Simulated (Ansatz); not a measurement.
System: CBrClF, charge -1, multiplicity 1. It need not be the lowest isomer of its formula. Whether it binds its extra electron was not tested at this geometry. 
Geometry from a B3LYP-D3(BJ)/def2-TZVP (Ansatz, a first-principles code) optimisation:
SMILES: [C-](Br)(Cl)F
```xyz
4

F     -0.7626     1.6491    -0.4928
C     -0.6804     0.7689     0.5266
Cl    -2.0120    -0.5703     0.0114
Br     1.2900    -0.2788     0.0309
```
Charge -1, spin multiplicity 1.

Basis-set convergence of Hartree-Fock and MP2 correlation energies (hartree) with Ansatz. Correlated levels leave the core frozen unless marked. Spin-orbit coupling is left out. The frozen core is the preceding noble-gas configuration, with the filled d and f shells of earlier blocks. Non-relativistic. This anion needs diffuse functions, which these sets lack.

```tsv
basis	functions	E(HF)	E(corr, MP2)
def2-SVP	78	-3168.60314	-0.56710
def2-TZVPP	152	[?]	[?]
```

What belongs in the gaps?


- def2-TZVPP, E(HF): -3169.26023
- def2-TZVPP, E(corr, MP2): -0.76723
